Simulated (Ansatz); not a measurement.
`O[SiH2]S[SiH2]F` + `CSS` → `F[SiH2]SS` + `CS[SiH2]O`  (formal exchange of groups at the Si–S bond)

Isolated molecules relaxed with PBE0-D4/def2-TZVP in Ansatz; ΔE leaves out vibrations. CCSD(T)/CBS is the MP2 limit (def2-TZVPP, def2-QZVPP) plus CCSD(T) − MP2 in def2-TZVPP, frozen cores. DFT in def2-TZVPP. HSE06 is defined as in plane-wave codes. One conformer a species, not always the lowest.

`O[SiH2]S[SiH2]F`:

Z-matrix (Å, degrees):
```
Si
S 1 2.144
O 1 1.639 2 112.9
H 1 1.483 2 104.0 3 121.7
H 1 1.477 2 110.6 3 -117.5
Si 2 2.119 1 98.0 3 77.8
H 3 0.959 1 118.1 2 55.7
F 6 1.597 2 110.7 1 87.2
H 6 1.479 2 110.8 1 -31.6
H 6 1.478 2 107.7 1 -155.4
```

`CSS`:

Cartesian coordinates in Å:
```
C -0.615 -0.563 -0.496
S 0.898 0.389 -0.731
S 1.571 0.656 1.173
H -1.373 0.026 0.019
H -0.411 -1.482 0.051
H -0.972 -0.812 -1.499
H 0.902 1.786 1.483
```

`F[SiH2]SS`:

Z-matrix (Å, degrees):
```
Si
S 1 2.134
F 1 1.599 2 108.3
H 1 1.480 2 109.6 3 117.8
H 1 1.477 2 110.0 3 -118.2
S 2 2.068 1 87.9 3 179.1
H 6 1.347 2 98.2 1 90.1
```

`CS[SiH2]O`:

```xyz
10

C     1.497   -0.125    0.818
S     0.860    1.051   -0.414
Si   -1.181    0.482   -0.431
O    -1.433   -1.055   -0.965
H     1.332   -1.153    0.498
H     1.030    0.041    1.788
H     2.568    0.053    0.903
H    -1.831    1.497   -1.298
H    -1.741    0.476    0.940
H    -1.100   -1.268   -1.839
```

```json
{"level": "BLYP-D4", "ΔE (kcal/mol)": "5.3", "difference from CCSD(T)/CBS": "0.0"}
{"level": "r2SCANh-D4", "ΔE (kcal/mol)": "5.8", "difference from CCSD(T)/CBS": "0.5"}
{"level": "HSE06-D4", "ΔE (kcal/mol)": "5.4", "difference from CCSD(T)/CBS": "0.1"}
{"level": "ωB97X-V", "ΔE (kcal/mol)": "5.6", "difference from CCSD(T)/CBS": "0.3"}
{"level": "PBE-QIDH", "ΔE (kcal/mol)": "5.5", "difference from CCSD(T)/CBS": "0.2"}
{"level": "BLYP", "ΔE (kcal/mol)": "5.4", "difference from CCSD(T)/CBS": "0.1"}
{"level": "r2SCAN", "ΔE (kcal/mol)": "5.8", "difference from CCSD(T)/CBS": "0.5"}
{"level": "BHLYP", "ΔE (kcal/mol)": "5.9", "difference from CCSD(T)/CBS": "0.6"}
{"level": "LC-ωPBE", "ΔE (kcal/mol)": "5.6", "difference from CCSD(T)/CBS": "0.3"}
{"level": "RPA@PBE/def2-TZVPP", "ΔE (kcal/mol)": "4.6", "difference from CCSD(T)/CBS": "-0.7"}
{"level": "CCSD/def2-TZVPP", "ΔE (kcal/mol)": "5.4", "difference from CCSD(T)/CBS": "0.1"}
{"level": "CCSD(T)/def2-TZVPP", "ΔE (kcal/mol)": "5.2", "difference from CCSD(T)/CBS": "-0.1"}
{"level": "HF/def2-QZVPP", "ΔE (kcal/mol)": "6.7", "difference from CCSD(T)/CBS": "1.4"}
{"level": "MP2/def2-QZVPP", "ΔE (kcal/mol)": "5.5", "difference from CCSD(T)/CBS": "0.2"}
{"level": "SCS-MP2/def2-QZVPP", "ΔE (kcal/mol)": "5.4", "difference from CCSD(T)/CBS": "0.1"}
{"level": "HF/CBS(def2)", "ΔE (kcal/mol)": "6.8", "difference from CCSD(T)/CBS": "1.5"}
{"level": "CCSD(T)/CBS", "ΔE (kcal/mol)": "5.3", "difference from CCSD(T)/CBS": "0"}
```

Largest T1 diagnostic among the species: 0.012.

In def2-TZVPP, CCSD(T) changes the Hartree–Fock value by −1.4 kcal/mol (the triples alone add −0.2 kcal/mol) and MP2 by −1.2 kcal/mol. Leaving LDA and LC-ωPBE aside and taking each functional with its dispersion term where it has one, the values, not all of them listed here, spread over 1.0 kcal/mol, from revPBE-D4 to BHLYP-D4.
